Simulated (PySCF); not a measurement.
## Potential energy of AsPb along the bond

Set-up: As def2-SVP, Pb def2-SVP with ECP60; scalar-relativistic core potentials (PySCF 2.14). Energies in eV from As + Pb in their ground configurations at the same level. State: ²Π (doublet), unpaired electrons π ↑.

All columns are B97-3. A positive dipole means As(−)Pb(+).

| R (Å) | E (eV) | μ (D) | Mulliken charge on As (basis-dependent) | HOMO (eV) | LUMO (eV) | Mayer bond order | ⟨S²⟩ |
| --- | --- | --- | --- | --- | --- | --- | --- |
| 2.180 | -1.230 | 1.45 | -0.18 | -5.95 | -4.48 | 2.24 | 0.75 |
| 2.281 | -1.941 | 1.81 | -0.19 | -6.00 | -4.27 | 2.23 | 0.76 |
| 2.383 | -2.331 | 2.15 | -0.21 | -5.79 | -4.08 | 2.22 | 0.76 |
| 2.459 | -2.471 | 2.38 | -0.22 | -5.63 | -3.95 | 2.21 | 0.76 |
| 2.535 | -2.513 | 2.60 | -0.23 | -5.48 | -3.84 | 2.19 | 0.77 |
| 2.611 | -2.482 | 2.77 | -0.23 | -5.34 | -3.74 | 2.16 | 0.80 |
| 2.712 | -2.366 | 2.90 | -0.23 | -5.17 | -3.62 | 2.05 | 0.90 |
| 2.839 | -2.160 | 2.91 | -0.22 | -5.04 | -3.50 | 1.80 | 1.12 |
| 2.991 | -1.884 | 2.91 | -0.20 | -4.97 | -3.39 | 1.53 | 1.34 |
| 3.194 | -1.513 | 2.99 | -0.19 | -4.96 | -3.29 | 1.27 | 1.55 |

A fit through these points gives, at Re = 2.537 Å, μ = 2.60 D and dμ/dR = 2.59 D/Å; the reduced mass is 55.08 u.

Task: How strong is the fundamental in the double-harmonic approximation, I = 42.26·(dμ/dR)²/μred km/mol?

Result: I = 42.26·(2.59)²/55.08 = 5.15 km/mol at B97-3.

⟨S²⟩ of the unrestricted solution departs from its pure value on part of the curve, where spin states mix. These are scalar-relativistic numbers at best; spin–orbit coupling would shift them, the dissociation energy most. The state is the lowest determinant that a PBE0 search found; another state may lie lower at other levels.
